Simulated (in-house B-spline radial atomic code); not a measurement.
Checks on a self-consistent run for Zr6+, [Ar] 3d10 4s2 (4p1/2)2 (4p3/2)1 (7p1/2)1. Method: Dirac-Hartree-Fock, average of the jj configuration, Fermi nucleus of rms radius 4.2694 fm. Calculated with a radial B-spline atomic code at the basis-set limit.

```
orbital  q      ε (Eh)     <1/r>        <r²>  small-component weight
  1s1/2  2  -669.32086   41.2606  0.00185155                0.021219
  2s1/2  2   -98.58915   9.37056   0.0309559               0.0043355
  2p1/2  2   -90.26271   9.30932   0.0236098               0.0043067
  2p3/2  4   -87.06373   8.90981    0.024991                0.004178
  3s1/2  2   -20.34722   3.18391    0.236356               0.0011348
  3p1/2  2   -17.19897   3.07486    0.236893               0.0010787
  3p3/2  4   -16.63436   2.97456    0.248431               0.0010412
  3d3/2  4   -11.11052   2.76746    0.239528              0.00092264
  3d5/2  6   -11.00394   2.74421    0.242482              0.00091351
  4s1/2  2    -5.62935   1.18214     1.45641              0.00026159
  4p1/2  2    -4.70859   1.09355     1.66732              0.00023214
  4p3/2  1    -4.65875   1.07569      1.7161               0.0002293
  7p1/2  1    -0.79231  0.211202     47.6305              2.6468e-05
```

Electron-electron repulsion V_ee = 1241.7874 hartree.

What total energy follows from the eigenvalues?

The eigenvalues count the repulsion twice, so E = Σqε - V_ee = -2342.823 - 1241.787 = -3584.610 hartree; the run printed -3584.610.

Does the Dirac virial theorem hold?

For a point nucleus E = -2c²Σq·w, with w the small-component weight. Here Σq·w = 0.095441 and c = 137.0360, so the ratio E/(-2c²Σq·w) is 1.000022; the finite nucleus accounts for the departure from 1.

What diamagnetic shielding (Lamb formula) and susceptibility (Langevin formula) do the radii give?

σ = (α²/3)Σq<1/r> = 213.309/(3·137.036²) = 3786.3 ppm, and χ = -0.79199×10⁻⁶·Σq<r²> = -47.65×10⁻⁶ cm³/mol with Σq<r²> = 60.16 bohr². Both are non-relativistic formulas without the paramagnetism of open shells.
